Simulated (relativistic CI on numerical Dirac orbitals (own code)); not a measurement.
## Gd10+: q coefficients and field-shift factors

Calculated at this level of theory: Dirac-Coulomb-Breit CI, separate exchange-only KLI orbitals for each configuration, derivatives by finite differences, unscaled Slater integrals, QED left out (own radial code, finite nucleus).

CI space (outside the closed core [Kr] 4d10 5s2): 4f5 5p, 4f5 6s. The list is cut by size and lacks configurations that can hold low levels.

With x = (α/α₀)² − 1 an excitation energy changes as ω = ω₀ + qx; K = 2q/ω₀ is the relative enhancement. Terms are leading LS components, so labels can repeat. The field-shift factor is F = δν/δ⟨r²⟩ for the transition from the lowest level.

Lowest level 4f5 5p 7I_3.

```
      Level  ω₀ (cm⁻¹)  q (cm⁻¹)       K  F (GHz/fm²)
4f5 5p 7I_4     2378.4      1804    1.52       0.0839
4f5 5p 7I_5     5170.8      3553    1.37        0.172
4f5 5p 5G_2     8042.6    -634.1  -0.158      -0.0382
4f5 5p 7I_6     8366.4      5234    1.25        0.257
4f5 5p 5G_3     9665.3      1458   0.302      -0.0278
4f5 5p 7G_1    10837.7      1591   0.294        0.197
4f5 5p 5G_4    11705.4      4856    0.83      -0.0496
4f5 5p 7G_2    11811.3      2618   0.443        0.162
4f5 5p 7I_7    12020.8      7033    1.17        0.321
4f5 5p 7G_3    13331.5      3906   0.586         0.17
4f5 5p 7G_5    13727.5      8245     1.2       -0.077
4f5 5p 7G_6    15541.2     10840    1.39      -0.0783
4f5 5p 7G_4    15570.2      5340   0.686        0.245
4f5 5p 7G_7    17056.3     12290    1.44      -0.0294
4f5 5p 5I_8    17564.1      7960   0.906        0.285
4f5 5p 7F_5    18681.7      7147   0.765        0.328
4f5 5p 7F_2    19307.7      3980   0.412       0.0151
4f5 5p 7F_1    19344.5      4778   0.494       -0.035
4f5 5p 7F_0    19494.1      5470   0.561      -0.0641
4f5 5p 7F_3    19860.4      3935   0.396       0.0849
4f5 5p 7D_4    21657.5      6215   0.574         0.16
4f5 5p 7D_5    23922.7      8550   0.715        0.245
4f5 5p 5G_6    24199.6     10190   0.842        0.164
```

At this charge energies of transitions that change n are usually good to better than 1 %, and those within a shell (Δn = 0) to a few per cent. Terms inside the open d or f shell come out 10 to 20 % too wide with unscaled integrals. Levels and lines within the n = 5 or 6 shells can be off by up to 10 % or somewhat more, and those that change n by about 2 %, since core polarisation is missing.
